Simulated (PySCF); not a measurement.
These are TPSSh-D3(BJ)/def2-TZVP // TPSS-D3(BJ)/def2-SVP run with PySCF 2.14.0 values and carry that method's errors. All species are isolated molecules in the gas phase. 

Reference species: [Mo(Cl)6] (neutral, multiplicity 1).

```json
{
  "mean_distance_from_the_central_atom_to_its_bonded_neighbours": "2.314 Å",
  "charge on the central atom (Mulliken)": "0.78 e",
  "coordination_number": "6"
}
```

After one change: the mean distance from the central atom to its bonded neighbours falls by 0.396 Å; the charge on the central atom (Mulliken) increases by 1.06 e; the coordination number stays essentially unchanged.

**Question.** Which change was made? The new species is one of these.
A. [Mo(Cl)3(F)3]
B. [Mo(Cl)4(F)2]
C. [Mo(Cl)(F)5]
D. [Mo(Cl)2(F)4]

**Answer.** C, [Mo(Cl)(F)5]
